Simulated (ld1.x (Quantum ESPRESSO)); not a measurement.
Transferability test, PAW potential for osmium

osmium (Os), PAW, made with ld1.x (Quantum ESPRESSO) 7.5 (PW91, fully relativistic). Core [Kr] 4d10 4f14 5s2, reference 5p6 5d6 6s1.5 6p0 (charge +0.5). Waves: 6s (bound): rcut 2.30, rcutus 2.75 bohr; 6s channel at -0.4 Ry: rcut 2.30, rcutus 2.75 bohr; 5p (bound): rcut 1.60, rcutus 2.05 bohr; 6p (bound, empty): rcut 1.60, rcutus 2.05 bohr; 5d (bound): rcut 1.55, rcutus 1.65 bohr; 5d channel at -0.35 Ry: rcut 1.55, rcutus 1.65 bohr. Local part: all-electron potential smoothed inside 1.35 bohr (lloc = -1). Core correction: Bessel-smoothed model core inside 1.65 bohr. Augmentation charge: GAUSS, radius 1.40 bohr.

Open shells are filled in proportion to 2j + 1 (rel_dist='average').

Energies are relative to the spin-unpolarised reference configuration 5p6 5d6 6s1.5 6p0; without spin polarisation the order of configurations can differ from experiment. Not all tests gave a result: test run stopped at test 7 of 7 (negative norm?).

**Question.** Give the all-electron excitation energy and the error of the potential for: 5p6 5d6 6s2 6p0; 5p6 5d6 6s1 6p0; 5p6 5d6 6s0 6p0; 5p6 5d5 6s2 6p1; 5p6 5d6 6s0 6p2; 5p6 5d5 6s0 6p0.

**Answer.**

```json
{"valence configuration": "5p6 5d6 6s2 6p0", "charge": "0", "ΔE all-electron (eV)": "-3.951", "error AE − PS (meV)": "+2.1"}
{"valence configuration": "5p6 5d6 6s1 6p0", "charge": "+1", "ΔE all-electron (eV)": "5.704", "error AE − PS (meV)": "+2.4"}
{"valence configuration": "5p6 5d6 6s0 6p0", "charge": "+2", "ΔE all-electron (eV)": "22.702", "error AE − PS (meV)": "+42"}
{"valence configuration": "5p6 5d5 6s2 6p1", "charge": "0", "ΔE all-electron (eV)": "2.111", "error AE − PS (meV)": "+0.1"}
{"valence configuration": "5p6 5d6 6s0 6p2", "charge": "0", "ΔE all-electron (eV)": "6.453", "error AE − PS (meV)": "+42"}
{"valence configuration": "5p6 5d5 6s0 6p0", "charge": "+3", "ΔE all-electron (eV)": "51.622", "error AE − PS (meV)": "+91"}
```

Levels in the configuration 5p6 5d5 6s2 6p1:

| level | all-electron (eV) | pseudo (eV) |
| --- | --- | --- |
| 5p j=1/2 | -64.089 | -64.118 |
| 5p j=3/2 | -51.706 | -51.724 |
| 5d j=3/2 | -10.372 | -10.371 |
| 5d j=5/2 | -9.221 | -9.219 |
| 6s j=1/2 | -8.146 | -8.149 |
| 6p j=1/2 | -3.007 | -3.006 |
| 6p j=3/2 | -2.231 | -2.229 |

The ghost test of this file was not conclusive.
